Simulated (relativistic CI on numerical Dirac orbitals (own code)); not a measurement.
# Sensitivity of the levels of Sm VII to α and to the nuclear radius

Method of calculation: Dirac-Coulomb-Breit CI, orbitals from a KLI potential per configuration, derivatives by finite differences, unscaled Slater integrals, QED left out (own radial code, finite nucleus).

Configuration list (outside the closed core [Kr] 4d10): 4f4 5s2 5p4, 4f3 5s 5p6, 4f2 5s2 5p5 6s. The list is cut by size and lacks configurations that can hold low levels.

With x = (α/α₀)² − 1 an excitation energy changes as ω = ω₀ + qx; K = 2q/ω₀ is the relative enhancement. Terms are leading LS components, so labels can repeat. The field-shift factor is F = δν/δ⟨r²⟩ for the transition from the lowest level.

Lowest level 4f4 5s2 5p4 7H_2.

| Level | ω₀ (cm⁻¹) | q (cm⁻¹) | K | F (GHz/fm²) |
| --- | --- | --- | --- | --- |
| 4f4 5s2 5p4 7H_3 | 1327.8 | 848.7 | 1.28 | 0.0207 |
| 4f4 5s2 5p4 7H_4 | 2949.6 | 1655 | 1.12 | 0.0546 |
| 4f4 5s2 5p4 7H_5 | 4772.6 | 2282 | 0.956 | 0.104 |
| 4f4 5s2 5p4 7H_6 | 6669.5 | 2586 | 0.775 | 0.17 |
| 4f4 5s2 5p4 7I_7 | 8466.4 | 2657 | 0.628 | 0.245 |
| 4f4 5s2 5p4 7K_8 | 9970.3 | 3117 | 0.625 | 0.31 |
| 4f4 5s2 5p4 7K_9 | 11124.5 | 4406 | 0.792 | 0.365 |
| 4f4 5s2 5p4 7K_10 | 12032.1 | 6098 | 1.01 | 0.424 |
| 4f4 5s2 5p4 7K_6 | 13833.9 | 3500 | 0.506 | -0.00499 |
| 4f4 5s2 5p4 7K_5 | 14043.9 | 2337 | 0.333 | -0.0391 |
| 4f4 5s2 5p4 7H_7 | 14504.8 | 5596 | 0.772 | 0.0508 |
| 4f4 5s2 5p4 5I_4 | 14930.5 | 2081 | 0.279 | -0.0511 |
| 4f4 5s2 5p4 7H_8 | 16273.8 | 7612 | 0.935 | 0.134 |

At this charge configurations can still be misplaced by up to about 7 % of their energy. Terms inside the open d or f shell come out 10 to 20 % too wide with unscaled integrals. Levels and lines within the n = 5 or 6 shells can be off by up to 10 % or somewhat more, and those that change n by about 2 %, since core polarisation is missing.
